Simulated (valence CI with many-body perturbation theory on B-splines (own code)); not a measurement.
**Tl LXIX: calculated level list**

Level of theory: valence CI with perturbative core correlation (CI+MBPT): three valence electrons over a frozen Dirac-Fock core [Ne], radial functions for each j: 11 s, 11 p, 10 d, 8 f, 5 g, 2 h, with the one-electron correlation potential Σ1, the two-electron term Σ2, the three-electron term Σ3, Breit, model QED; selected CI, second order for the rest, scaled by the run's own slope (own B-spline code, finite nucleus).

The last digits are not significant, and no measured levels were compared; by estimate large intervals hold to a few tenths of a per cent, small ones and those within an open d or f shell to about a per cent.

Levels 91 to 135 of 157, with energies above the lowest level, (3s^2 3p1/2) J=1/2. "Leading %" is the weight of the configuration and term that name the level; weights of strongly mixed levels are sums over their largest components and can fall short. In the jj column 3d3/2^4 stands for four electrons in 3d with j = 3/2.

```tsv
No.	Configuration	Term	J	E (× 10³ cm⁻¹)	Leading %	Second component	g	Leading jj
91	3p²3d	⁴D	5/2	18770	27	23 % 3p²3d ²F	1.153	3p3/2^2 3d3/2 (97 %)
92	3p²3d	⁴P	1/2	18785	48	26 % 3p²3d ²P	1.689	3p3/2^2 3d3/2 (98 %)
93	3p²3d	²F	7/2	18796	44	28 % 3p²3d ²G	1.090	3p3/2^2 3d3/2 (99 %)
94	3p²3d	²D	3/2	18977	70	12 % 3p²3d ⁴D	0.845	3p3/2^2 3d3/2 (98 %)
95	3p²3d	⁴F	9/2	19594	64	36 % 3p²3d ²G	1.237	3p3/2^2 3d5/2 (100 %)
96	3p²3d	²F	7/2	19595	51	39 % 3p²3d ⁴D	1.233	3p3/2^2 3d5/2 (99 %)
97	3p²3d	²P	1/2	19718	59	26 % 3p²3d ²S	1.161	3p3/2^2 3d5/2 (99 %)
98	3p²3d	²D	5/2	19876	75	17 % 3p²3d ⁴D	1.195	3p3/2^2 3d5/2 (100 %)
99	3p²3d	²P	3/2	19969	45	26 % 3p²3d ²D	1.194	3p3/2^2 3d5/2 (98 %)
100	3p²3d	²D	5/2	19999	52	20 % 3p²3d ⁴P	1.176	3p3/2^2 3d5/2 (97 %)
101	3p3d²	⁴F°	3/2	20589	30	26 % 3p3d² ⁴D°	0.881	3p3/2 3d3/2^2 (99 %)
102	3p3d²	⁴F°	5/2	20655	35	20 % 3p3d² ²F°	0.972	3p3/2 3d3/2^2 (97 %)
103	3p3d²	²G°	7/2	20664	34	27 % 3p3d² ²F°	1.029	3p3/2 3d3/2^2 (98 %)
104	3p3d²	⁴D°	1/2	20665	72	24 % 3p3d² ²P°	0.227	3p3/2 3d3/2^2 (99 %)
105	3p3d²	²P°	3/2	20902	34	20 % 3p3d² ⁴P°	1.354	3p3/2 3d3/2^2 (96 %)
106	3p3d²	⁴G°	9/2	21440	58	21 % 3p3d² ²G°	1.164	3p3/2 3d3/2 3d5/2 (100 %)
107	3p3d²	⁴F°	7/2	21490	32	22 % 3p3d² ⁴D°	1.193	3p3/2 3d3/2 3d5/2 (100 %)
108	3p3d²	²H°	11/2	21587	65	35 % 3p3d² ⁴G°	1.139	3p3/2 3d3/2 3d5/2 (97 %)
109	3p3d²	⁴P°	5/2	21602	48	36 % 3p3d² ⁴D°	1.420	3p3/2 3d3/2 3d5/2 (100 %)
110	3p3d²	²S°	1/2	21611	43	27 % 3p3d² ⁴P°	1.657	3p3/2 3d3/2 3d5/2 (100 %)
111	3p3d²	⁴D°	3/2	21614	46	34 % 3p3d² ²D°	1.112	3p3/2 3d3/2 3d5/2 (99 %)
112	3p3d²	²F°	5/2	21618	45	41 % 3p3d² ⁴D°	1.059	3p3/2 3d3/2 3d5/2 (100 %)
113	3p3d²	²G°	7/2	21665	38	25 % 3p3d² ⁴D°	1.105	3p3/2 3d3/2 3d5/2 (99 %)
114	3p3d²	²G°	7/2	21772	39	22 % 3p3d² ⁴F°	1.115	3p3/2 3d3/2 3d5/2 (96 %)
115	3p3d²	²D°	5/2	21794	53	15 % 3p3d² ⁴D°	1.172	3p3/2 3d3/2 3d5/2 (96 %)
116	3p3d²	²P°	3/2	21824	38	21 % 3p3d² ⁴S°	1.227	3p3/2 3d3/2 3d5/2 (98 %)
117	3p3d²	²G°	9/2	21829	73	18 % 3p3d² ²H°	1.068	3p3/2 3d3/2 3d5/2 (99 %)
118	3p3d²	²D°	3/2	21911	54	14 % 3p3d² ⁴P°	1.097	3p3/2 3d3/2 3d5/2 (97 %)
119	3p3d²	²F°	5/2	21958	68	19 % 3p3d² ²D°	0.949	3p3/2 3d3/2 3d5/2 (98 %)
120	3p3d²	²P°	1/2	22002	76	10 % 3p3d² ⁴D°	0.684	3p3/2 3d3/2 3d5/2 (97 %)
121	3p3d²	⁴G°	11/2	22439	65	35 % 3p3d² ²H°	1.193	3p3/2 3d5/2^2 (97 %)
122	3p3d²	²D°	5/2	22544	48	22 % 3p3d² ⁴P°	1.209	3p3/2 3d5/2^2 (98 %)
123	3p3d²	²F°	7/2	22561	50	40 % 3p3d² ⁴D°	1.221	3p3/2 3d5/2^2 (98 %)
124	3p3d²	⁴F°	9/2	22589	53	42 % 3p3d² ²G°	1.204	3p3/2 3d5/2^2 (99 %)
125	3d³	⁴F	3/2	22642	42	41 % 3d³ ²D	0.731	3d3/2^3 (99 %)
126	3p3d²	²P°	1/2	22732	68	20 % 3p3d² ²S°	0.928	3p3/2 3d5/2^2 (98 %)
127	3p3d²	²F°	7/2	22867	53	19 % 3p3d² ⁴D°	1.156	3p3/2 3d5/2^2 (98 %)
128	3p3d²	²P°	3/2	22895	69	10 % 3p3d² ²D°	1.278	3p3/2 3d5/2^2 (99 %)
129	3p3d²	²D°	5/2	22896	61	16 % 3p3d² ²F°	1.150	3p3/2 3d5/2^2 (99 %)
130	3p3d²	²P°	3/2	23031	52	19 % 3p3d² ²D°	1.245	3p3/2 3d5/2^2 (97 %)
131	3d³	⁴F	5/2	23548	80	18 % 3d³ ²D	1.050	3d3/2^2 3d5/2 (99 %)
132	3d³	⁴P	3/2	23613	38	34 % 3d³ ⁴F	1.154	3d3/2^2 3d5/2 (99 %)
133	3d³	²H	9/2	23629	49	41 % 3d³ ²G	1.019	3d3/2^2 3d5/2 (100 %)
134	3d³	²G	7/2	23643	51	28 % 3d³ ⁴F	1.025	3d3/2^2 3d5/2 (99 %)
135	3d³	⁴P	1/2	23670	56	43 % 3d³ ²P	1.784	3d3/2^2 3d5/2 (100 %)
```

Where two levels of one J and parity lie close, their mixing, g and order are uncertain.
